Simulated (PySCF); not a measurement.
## C₆ coefficients of unlike pairs at PBE

Calculated with PySCF 2.14 from the dipole response of each species, C₆(A,B) = (3/π) ∫ α_A(iu) α_B(iu) du, in atomic units, from isotropic polarisabilities. For ions this is the dispersion term alone; charge-induced terms of lower order in 1/R come first.

```json
{"species": "Re", "configuration": "[Xe] 4f14 5d5 6s2 (6S)", "basis": "aug-cc-pVTZ-PP with ECP60MDF (6s6p5d3f2g)", "relativity": "core potential", "α (bohr³)": "65.79", "C₆ (like pair)": "768.9"}
{"species": "Rh", "configuration": "[Kr] 4d8 5s1 (4F)", "basis": "def2-QZVPPD with the def2 core potential (28 electrons) (7s5p4d4f2g)", "relativity": "core potential", "α (bohr³)": "53.12", "C₆ (like pair)": "469.4"}
{"species": "Ge⁺", "configuration": "[Ar] 3d10 4s2 4p1 (2P)", "basis": "aug-cc-pwCVTZ-PP with ECP10MDF (8s7p6d4f1g)", "relativity": "core potential", "α (bohr³)": "19.16", "C₆ (like pair)": "111.2"}
{"species": "Al²⁺", "configuration": "[Ne] 3s1 (2S)", "basis": "aug-cc-pCVTZ-DK (8s7p5d3f)", "relativity": "spin-free X2C", "α (bohr³)": "13.41", "C₆ (like pair)": "35.72"}
```

Problem. Estimate C₆ for Ge⁺ with Rh.

Solution. The integral gives 223.3. The combination rule 2 C_A C_B / (C_A α_B/α_A + C_B α_A/α_B) gives 218.6 and the geometric mean 228.4.

No spin-orbit coupling is included.

The other pairs:

| pair | C₆ |
| --- | --- |
| Rh, Re | 600.2 |
| Al²⁺, Ge⁺ | 61.60 |
| Al²⁺, Re | 165.3 |
| Al²⁺, Rh | 128.7 |
| Ge⁺, Re | 286.6 |
